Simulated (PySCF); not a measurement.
# C₆ coefficients of unlike pairs at UHF

Calculated with PySCF 2.14 from the dipole response of each species, C₆(A,B) = (3/π) ∫ α_A(iu) α_B(iu) du, in atomic units, from isotropic polarisabilities. For ions this is the dispersion term alone; charge-induced terms of lower order in 1/R come first.

| species | configuration | basis | relativity | α (bohr³) | C₆ (like pair) |
| --- | --- | --- | --- | --- | --- |
| Sb⁺ | [Kr] 4d10 5s2 5p2 (3P) | aug-cc-pwCVTZ-DK3 with one added diffuse shell each of s, p, d, f type (11s10p8d5f1g) | spin-free X2C | 25.77 | 216.2 |
| Os³⁺ | [Xe] 4f14 5d5 (6S) | aug-cc-pVTZ-PP with ECP60MDF (6s6p5d3f2g) | core potential | 6.569 | 35.26 |
| Mn²⁺ | [Ar] 3d5 (6S) | aug-cc-pVTZ-DK (8s7p5d3f2g) | spin-free X2C | 3.284 | 9.591 |
| Sb | [Kr] 4d10 5s2 5p3 (4S) | aug-cc-pwCVTZ-PP with ECP28MDF (8s7p6d4f1g) | core potential | 44.28 | 491.0 |

Task: Estimate C₆ for Os³⁺ with Sb⁺.

Result: The integral gives 80.42. The combination rule 2 C_A C_B / (C_A α_B/α_A + C_B α_A/α_B) gives 78.83 and the geometric mean 87.32.

No spin-orbit coupling is included.

The other pairs:

```json
{"pair": "Mn²⁺, Os³⁺", "C₆": "18.32"}
{"pair": "Sb, Os³⁺", "C₆": "114.7"}
{"pair": "Sb, Mn²⁺", "C₆": "58.21"}
{"pair": "Mn²⁺, Sb⁺", "C₆": "41.01"}
{"pair": "Sb, Sb⁺", "C₆": "323.4"}
```
